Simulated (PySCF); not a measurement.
**Orbital picture of DyH**

r²SCAN at R = 2.032 Å; Dy x2c-SVPall, H x2c-SVPall; spin-free X2C with a Gaussian nucleus (PySCF 2.14). State: sextet, about 9.7 electrons in the 4f shell (Mulliken), real f orbitals that mix terms. Only the outer orbitals are listed, counted within each symmetry.

```tsv
spin	orbital	occ.	ε (eV)	on Dy (%)	main shells (%)
α	1φ	1	-4.87	100	100 Dy f
α	14σ	1	-3.64	93	59 Dy s, 22 Dy d, 12 Dy p
α	4δ	0	-1.47	100	100 Dy d
α	4δ	0	-1.43	100	100 Dy d
α	8π	0	-1.34	100	60 Dy d, 39 Dy p
β	3δ	1	-3.11	100	100 Dy f
β	1φ	1	-3.04	100	100 Dy f
β	13σ	1	-2.91	99	72 Dy f, 25 Dy s
β	14σ	0	-2.35	94	43 Dy s, 26 Dy f, 14 Dy p
β	15σ	0	-0.59	97	55 Dy d, 42 Dy p
β	7π	0	-0.57	100	62 Dy f, 36 Dy d
```

Task: Which are the highest filled and the lowest empty level, where do they sit, and how wide is the gap?

Result: Highest filled β 13σ at -2.91 eV (in %: 72 Dy f, 25 Dy s); lowest empty β 14σ at -2.35 eV (in %: 43 Dy s, 26 Dy f, 14 Dy p); the gap at r²SCAN is 0.56 eV.

```json
{"bond order (Mayer)": "0.92", "⟨S²⟩": "8.766", "charge on Dy (Mulliken, basis-dependent)": "0.25", "charge on Dy (Löwdin, basis-dependent)": "0.20", "dipole moment (positive dipole means Dy(−)H(+))": "-2.76 D"}
```

Spin–orbit coupling is left out. The state is the lowest single determinant that the PBE0 search found; with open d or f shells the true ground state can be another one.
